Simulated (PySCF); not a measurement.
Species: C₆H₈P (charge -1).
Numbering: `[CH3:1][c:2]1[cH:3][cH:4][c:5]([CH3:6])[p-:7]1` (hydrogens: H8, H9, H10 on C1; H11 on C3; H12 on C4; H13, H14, H15 on C6)

The closed-shell ground state was solved at several levels (PySCF, density fitting, gas phase, non-relativistic). Isolated species at its PBE0-D3(BJ)/def2-SVP geometry, gas phase. The geometry's basis has no diffuse functions, a weakness for an anion. Where the HOMO energy is positive, the finite basis confines the outermost electrons. No diffuse functions stand in pcSseg-1, which bears on an anion's orbital energies.

| level | basis functions | total energy (Eh) | HOMO (eV) | LUMO (eV) | gap (eV) |
| --- | --- | --- | --- | --- | --- |
| KT2/pcSseg-1 | 166 | -581.8123 | 0.59 | 4.62 | 4.03 |
| CAM-B3LYP/def2-SVPD | 208 | -574.4254 | -1.49 | 4.98 | 6.47 |

Problem. Estimate the row for PBE0/pcSseg-1, a basis of 166 functions; the other rows only guide the guess.

Solution. Total energy -574.3676 Eh, HOMO -0.26 eV, LUMO 5.42 eV, gap 5.68 eV.

Problem. Over all these levels, which gives the widest orbital gap and which the narrowest?

Solution. CAM-B3LYP/def2-SVPD (range-separated hybrid) has the widest, 6.47 eV, and KT2/pcSseg-1 (GGA) the narrowest, 4.03 eV. Functional and basis both differ between the two, so the spread mixes both effects.
